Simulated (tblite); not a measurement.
F$_{3}$Te (SMILES F[Te+](F)F), charge +1, singlet, geometry from GFN2-xTB; GFN1-xTB (tblite 0.6.0).

tblite was given this input:
```
$ tblite run mol.xyz --method gfn1 --charge 1 --spin 0 --guess eeq --json tblite.json --no-restart

# file mol.xyz
4

Te    -0.06651998     0.12188136     0.33078461
F     -1.16789324    -1.07688202    -0.58739142
F      0.08902262     1.21325728    -1.17845659
F      1.46320830    -0.84057864    -0.14535195
```

The log (banner, timings and long lists left out):

```
xTB calculator
 | screened Coulomb repulsion
 | Coulomb electrostatics
 |  * isotropic Klopman-Ohno-Mataga-Nishimoto electrostatics
 |  * onsite third-order electrostatics
 | DFT-D3(BJ) dispersion correction

halogen bonding energy    0.0000000000000E+00 Eh
repulsion energy          9.0957769499447E-03 Eh
dispersion energy        -7.5244574170029E-04 Eh
number of electrons       2.6000000000000E+01 e
integral cutoff           2.5289693214950E+01 bohr

------------------------------------------------------------
  cycle        total energy    energy error   density error
------------------------------------------------------------
      1     -18.54838770078  -1.8556731E+01   4.2122204E-01
      2     -18.52984711086   1.8540590E-02   1.7542884E-01
      3     -18.41715918771   1.1268792E-01   3.5595036E-01
      4     -18.55653561972  -1.3937643E-01   2.5054645E-02
      5     -18.55760925139  -1.0736317E-03   7.9491204E-03
      6     -18.55770406722  -9.4815832E-05   1.8197597E-03
      7     -18.55770950611  -5.4388897E-06   4.3905137E-05
      8     -18.55770950944  -3.3235210E-09   8.2003995E-06
------------------------------------------------------------

electronic energy        -1.8566052840644E+01 Eh
total energy             -1.8557709509435E+01 Eh

Post processing:
 | Mayer-Wiberg bond orders

[Info] JSON dump of results written to 'tblite.json'
```
